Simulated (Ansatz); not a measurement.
Isolated molecules relaxed with PBE0-D4/def2-TZVP in Ansatz; ΔE leaves out vibrations. CBS: MP2 limit from def2 TZ/QZ plus the TZ coupled-cluster correction, frozen cores. Functionals use def2-TZVPP. For Br outer-core shells are correlated without core-valence functions, which leaves a few kJ/mol of doubt a bond. Scalar relativity is left out up to krypton. One conformer a species, not always the lowest.

Reaction (formal exchange of groups at the Si–Al bond): `[CH3][Al]([SiH3])[SiH3]` + `O[SiH](O)Br` → `O[Si](O)([SiH3])Br` + `[CH3][AlH][SiH3]`

```csv
level,ΔE (kJ/mol)
LDA (SPW92),13.2
BLYP-D4,7.6
PBE,15.2
BLYP,13.3
r2SCANh,14.6
HF/def2-TZVPP,14.9
SCS-MP2/def2-QZVPP,12.8
HF/CBS(def2),14.9
```

Question: What does CCSD(T)/CBS give? (Best estimate.)

Answer: Computed: +13.8 kJ/mol. The listed levels differ from it by -0.6, -6.2, 1.4, -0.5, 0.8, 1.1, -1.0, 1.1 kJ/mol.

Largest T1 diagnostic among the species: 0.013.

The D4 term adds −4.4 kJ/mol with B3LYP and −2.2 kJ/mol with PBE0; it sums over pairs of atoms, weighted by their polarisabilities, and B3LYP, whose exchange is more repulsive, gets the larger term. Leaving LDA and LC-ωPBE aside and taking each functional with its dispersion term where it has one, the values, not all of them listed here, spread over 12.7 kJ/mol, from B97M-V to PBE-QIDH.

B3LYP here is the variant with VWN-RPA as its local correlation; programs differ in this.
